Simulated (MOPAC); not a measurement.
A run for MOPAC: PM7 on LiAl-, 2S+1 = 2, a spin state set in the input, which need not be the lowest, a point of a bond scan (R = 2.775 Å). Charge -1.

```
PM7 1SCF PRECISE CHARGE=-1 UHF MS=0.5 THREADS=1
AlLi

Li     0.00000000 1     0.00000000 1     0.00000000 1
Al     0.00000000 1     0.00000000 1     2.77469500 1
```

Output:

```
*******************************************************************************
 **                                                                           **
 **                              MOPAC v23.2.5                                **
 **                                                                           **
 *******************************************************************************
 ** MOPAC's Digital Object Identifier: https://doi.org/10.5281/zenodo.6511958 **
 **                                                                           **
 ** Please cite the open-source release paper for use of this MOPAC version:  **
 ** J. E. Moussa and J. J. P. Stewart (2026)                                  **
 ** MOPAC: An open-source semiempirical molecular orbital program             **
 ** J. Open Source Softw., 11(119), 8025, https://doi.org/10.21105/joss.08025 **
 *******************************************************************************

                              PM7 CALCULATION RESULTS

 *******************************************************************************
 *  PM7        - The PM7 Hamiltonian to be used
 *  UHF        - UNRESTRICTED HARTREE-FOCK CALCULATION
 *
 *
 *
 *                 CHARGE ON SYSTEM = -1
 *
 *
 *
 *  MS=        - IN MECI, MAGNETIC COMPONENT OF SPIN =  0.5
 *  PRECISE    - TIGHTER CRITERIA TO BE USED
 *  1SCF       - DO 1 SCF AND THEN STOP
 *  THREADS=1  - MULTI-THREADING NOT USED
 *  T=         - A TIME OF 172800.0 SECONDS REQUESTED
 *  DUMP=N     - RESTART FILE WRITTEN EVERY 7200.0 SECONDS REQUESTED
 *******************************************************************************
PM7 1SCF PRECISE CHARGE=-1 UHF MS=0.5 THREADS=1
 AlLi

   ATOM   CHEMICAL          X               Y               Z
  NUMBER   SYMBOL      (ANGSTROMS)     (ANGSTROMS)     (ANGSTROMS)

     1      Li          0.00000000  *   0.00000000  *   0.00000000  *
     2      Al          0.00000000  *   0.00000000  *   2.77469500  *



          CARTESIAN COORDINATES

    NO.       ATOM           X           Y           Z

     1        Li          0.0000      0.0000      0.0000
     2        Al          0.0000      0.0000      2.7747

 General Reference for PM7:
 "Optimization of Parameters for Semiempirical Methods VI: More Modifications to the
 NDDO Approximations and Re-optimization of Parameters", J. J. P. Stewart, J. Mol. Mod., 1:32, 19 (2013)
 https://link.springer.com/article/10.1007/s00894-012-1667-x

           Empirical Formula: Li Al  =     2 atoms



      MOLECULAR POINT GROUP   :   C*v


          UHF CALCULATION, NO. OF ALPHA ELECTRONS =    3
                           NO. OF BETA  ELECTRONS =    2

 -------------------------------------------------------------------------------
 PM7 1SCF PRECISE CHARGE=-1 UHF MS=0.5 THREADS=1
 AlLi



     1SCF WAS SPECIFIED, SO BFGS WAS NOT USED
     SCF FIELD WAS ACHIEVED


                              PM7 CALCULATION
                                                       MOPAC v23.2.5 Linux




          FINAL HEAT OF FORMATION =       -100.61519 KCAL/MOL =    -420.97396 KJ/MOL


          COSMO AREA              =        103.47 SQUARE ANGSTROMS
          COSMO VOLUME            =         90.75 CUBIC ANGSTROMS

          IONIZATION POTENTIAL    =          5.913777 EV
          ALPHA SOMO LUMO (EV)    =         -6.688  3.998
          BETA  SOMO LUMO (EV)    =         -5.914 -1.837
          NO. OF ALPHA ELECTRONS  =          3
          NO. OF BETA  ELECTRONS  =          2
          MOLECULAR WEIGHT        =         33.9215         POINT GROUP:  C*v

          MOLECULAR DIMENSIONS (Angstroms)

            Atom       Atom       Distance
           Al     2   Li     1     2.77470
           Al     2   Li     1     0.00000
           Li     1   Al     2     0.00000


          SCF CALCULATIONS        =          1





   ATOM   CHEMICAL          X               Y               Z
  NUMBER   SYMBOL      (ANGSTROMS)     (ANGSTROMS)     (ANGSTROMS)

     1      Li          0.00000000  *   0.00000000  *   0.00000000  *
     2      Al          0.00000000  *   0.00000000  *   2.77469500  *

                             CARTESIAN COORDINATES

   1   Li        0.000000000     0.000000000     0.000000000
   2   Al        0.000000000     0.000000000     2.774695000


           Empirical Formula: Li Al  =     2 atoms



      MOLECULAR POINT GROUP   :   C*v


          ALPHA EIGENVALUES
  -9.11012  -6.68756  -6.68756   3.99793   6.28383   6.69027   6.69027   6.73817
  28.97076  29.10594  29.10594  30.08835  30.08835


           BETA EIGENVALUES
  -5.91378  -5.91378  -1.83736   4.08332   6.73148   6.73148   6.77812   7.19667
  30.00215  30.00215  30.06001  30.22466  30.22466


              NET ATOMIC CHARGES AND DIPOLE CONTRIBUTIONS

  ATOM NO.   TYPE          CHARGE      No. of ELECS.   s-Pop       p-Pop       d-Pop
    1         Li           0.988121        0.0119     0.01157     0.00031
    2         Al          -1.988121        4.9881     0.01436     4.97112     0.00265
 DIPOLE           X         Y         Z       TOTAL
 POINT-CHG.     0.000     0.000   -15.896    15.896
 HYBRID        -0.000    -0.000     1.564     1.564
 SUM           -0.000    -0.000   -14.332    14.332


          ATOMIC ORBITAL ELECTRON POPULATIONS

     Atom    s        px        py        pz      x^2-y^2     xz        z^2       yz        xy
    1 Li   0.01157   0.00004   0.00004   0.00024
    2 Al   0.01436   1.99935   1.99935   0.97242   0.00000   0.00062   0.00141   0.00062   0.00000


                    (SZ)    =    0.500000
                    (S**2)  =    0.750225


          ATOMIC ORBITAL SPIN POPULATIONS

    Atom   Total    s     px     py     pz   x^2-y^2  xz     z^2    yz     xy
         Atomic
    1 Li  0.0118  0.012 -0.000 -0.000  0.000
    2 Al  0.9882  0.014 -0.000 -0.000  0.972  0.000  0.000  0.001  0.000  0.000

 **********************
 *                    *
 * JOB ENDED NORMALLY *
 *                    *
 **********************




 == MOPAC DONE ==
```

The run finished.

Cost: very roughly 0.020 core-seconds.
